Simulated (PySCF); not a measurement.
The group X on silaethenyl-X is varied. All species are isolated molecules in the gas phase. One relaxed conformer stands for each flexible species; it need not be the lowest. Strings in code marks are SMILES.

The four lowest singlet excitations (Tamm–Dancoff). The numbers are results of PBE0-D3(BJ)/def2-TZVP (PySCF), not measurements. Excitations are Tamm–Dancoff values on a coarser integration grid. The basis has no diffuse functions, so Rydberg states are missing or too high.

| state | energy (eV) | wavelength (nm) | oscillator strength |
|---|---|---|---|
| S1 | 5.31 | 234 | 0.046 |
| S2 | 5.74 | 216 | 0.267 |
| S3 | 6.02 | 206 | 0.046 |
| S4 | 6.60 | 188 | 0.001 |

Problem. Identify which member gives these states.
A) `C=[SiH][AlH2]`
B) `C#C[SiH]=C`
C) `C=[SiH]CC` (C–Si–C–C torsion 1°)
D) `C=[SiH]OC` (C–Si–O–C torsion 0°)

Solution. D, `C=[SiH]OC` (C–Si–O–C torsion 0°)
